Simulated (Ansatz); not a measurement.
Program: Ansatz. Geometries: PBE0-D4/def2-TZVP. ΔE: electronic, gas phase. CBS: MP2 limit from def2 TZ/QZ plus the TZ coupled-cluster correction, frozen cores. DFT in def2-TZVPP. B3LYP here is the variant with VWN-RPA as its local correlation; programs differ in this. Each species was taken in one conformer, which may not be the lowest.

Reaction (redistribution): `O[SiH](O)N[SiH2]F` + `O[SiH2]N[SiH](O)F` → `O[SiH](F)N[SiH2]F` + `O[SiH2]N[SiH](O)O`

`O[SiH](O)N[SiH2]F`:

```xyz
12

O     2.005    1.232    0.937
Si    0.944   -0.013    0.913
O     1.351   -1.290   -0.025
N    -0.583    0.544    0.327
Si   -1.605   -0.302   -0.749
F    -0.859   -0.499   -2.162
H     2.134    1.738    0.133
H     0.931   -0.512    2.297
H     1.277   -1.210   -0.979
H    -0.864    1.480    0.580
H    -1.907   -1.671   -0.284
H    -2.824    0.503   -0.987
```

`O[SiH2]N[SiH](O)F`:

Z-matrix (Å, degrees):
```
Si
N 1 1.728
O 1 1.643 2 113.3
H 1 1.486 2 105.2 3 -122.6
H 1 1.478 2 111.2 3 116.0
Si 2 1.699 1 129.0 3 -65.9
H 2 1.011 1 115.4 3 113.5
H 3 0.958 1 117.9 2 -53.5
O 6 1.632 2 107.4 1 -145.5
F 6 1.600 2 112.8 1 96.9
H 6 1.475 2 109.5 1 -20.6
H 9 0.958 6 117.8 2 -157.7
```

`O[SiH](F)N[SiH2]F`:

Cartesian coordinates in Å:
```
O -1.053 1.438 1.806
Si 0.118 0.435 1.278
F 0.414 -0.479 2.541
N -0.381 -0.509 -0.059
Si 0.416 -0.744 -1.556
F -0.109 0.284 -2.665
H -1.475 2.010 1.164
H 1.367 1.121 0.897
H -1.273 -0.978 0.042
H 0.118 -2.097 -2.072
H 1.859 -0.481 -1.375
```

`O[SiH2]N[SiH](O)O`:

Z-matrix (Å, degrees):
```
Si
N 1 1.709
O 1 1.661 2 107.4
H 1 1.487 2 113.4 3 117.8
H 1 1.485 2 107.8 3 -120.6
Si 2 1.719 1 127.2 3 -47.6
H 2 1.010 1 116.0 3 119.1
H 3 0.959 1 116.4 2 156.4
O 6 1.641 2 104.3 1 138.2
O 6 1.633 2 107.9 1 14.2
H 6 1.480 2 115.4 1 -102.8
H 9 0.958 6 117.1 2 163.5
H 10 0.965 6 114.9 2 32.5
```

| level | ΔE (kJ/mol) | difference from CCSD(T)/CBS |
| --- | --- | --- |
| PBE-D4 | -2.4 | 0.2 |
| r2SCAN-D4 | -3.1 | -0.5 |
| PBE0-D4 | -2.7 | -0.1 |
| B3LYP-D4 | -1.9 | 0.7 |
| ωB97X-V | -1.7 | 0.9 |
| ωB97M-V | -1.9 | 0.7 |
| B2PLYP | -1.9 | 0.7 |
| PBE | -2.0 | 0.6 |
| r2SCAN | -3.0 | -0.4 |
| PBE0 | -2.4 | 0.2 |
| B3LYP | -1.2 | 1.4 |
| HF/def2-TZVPP | 0.0 | 2.6 |
| MP2/def2-TZVPP | -2.7 | -0.1 |
| SCS-MP2/def2-TZVPP | -2.0 | 0.6 |
| CCSD/def2-TZVPP | -2.5 | 0.1 |
| CCSD(T)/def2-TZVPP | -3.0 | -0.4 |
| HF/def2-QZVPP | 0.0 | 2.6 |
| MP2/def2-QZVPP | -2.6 | 0.0 |
| SCS-MP2/def2-QZVPP | -1.9 | 0.7 |
| HF/CBS(def2) | 0.0 | 2.6 |
| MP2/CBS(def2) | -2.4 | 0.2 |
| CCSD/CBS(def2) | -2.2 | 0.4 |
| CCSD(T)/CBS | -2.6 | 0 |

Largest T1 diagnostic among the species: 0.012.
